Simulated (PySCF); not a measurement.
C₄H₄O₃, SMILES O1C(C(OC1)=O)=C. Atoms are numbered in the order given.

```xyz
11

C     -1.0575    -1.8537     0.0000
C     -0.5835    -0.6020     0.0000
O     -1.3296     0.5373     0.0000
C     -0.4465     1.6519     0.0000
O      0.8749     1.1547     0.0000
C      0.8556    -0.2170     0.0000
O      1.8405    -0.8980     0.0000
H     -0.3390    -2.6732     0.0000
H     -2.1267    -2.0654     0.0000
H     -0.6148     2.2555     0.9067
H     -0.6148     2.2555    -0.9067
```
Charge 0, spin multiplicity 1.

Geometry optimised at TPSSh-D3(BJ)/def2-SVP. One conformer was computed; it need not be the lowest.

Two levels are set side by side: PBE/pcSseg-1 (PySCF) and KT2/pcSseg-1 (PySCF). GIAO shifts against H2O (¹⁷O), TMS (¹H), TMS (¹³C) at the same level; non-relativistic, no solvent, atoms listed together averaged. Differences are taken from unrounded values.

| quantity | KT2 |
|---|---|
| δ(¹³C) of C1 (ppm) | 89.5 |
| δ(¹³C) of C2 (ppm) | 142.2 |
| δ(¹⁷O) of O3 (ppm) | 152.3 |
| δ(¹³C) of C4 (ppm) | 100.9 |
| δ(¹⁷O) of O5 (ppm) | 228.2 |
| δ(¹³C) of C6 (ppm) | 157.3 |
| δ(¹⁷O) of O7 (ppm) | 367.7 |
| δ(¹H) of H10, H11 (ppm) | 6.03 |

Problem. What does PBE give, and how far is it from KT2? (An estimate is asked for; the answer gives what the named calculation found.)

Solution. 
```
quantity                   PBE  PBE minus KT2
-----------------------  -----  -------------
δ(¹³C) of C1 (ppm)        95.4            5.9
δ(¹³C) of C2 (ppm)       150.0            7.7
δ(¹⁷O) of O3 (ppm)       163.4           11.2
δ(¹³C) of C4 (ppm)       103.7            2.9
δ(¹⁷O) of O5 (ppm)       242.7           14.5
δ(¹³C) of C6 (ppm)       164.1            6.8
δ(¹⁷O) of O7 (ppm)       396.4           28.7
δ(¹H) of H10, H11 (ppm)   6.12           0.09
```

Rough cost on one machine, each run with all the roots and properties that it gave: KT2 against PBE within a factor of 2.
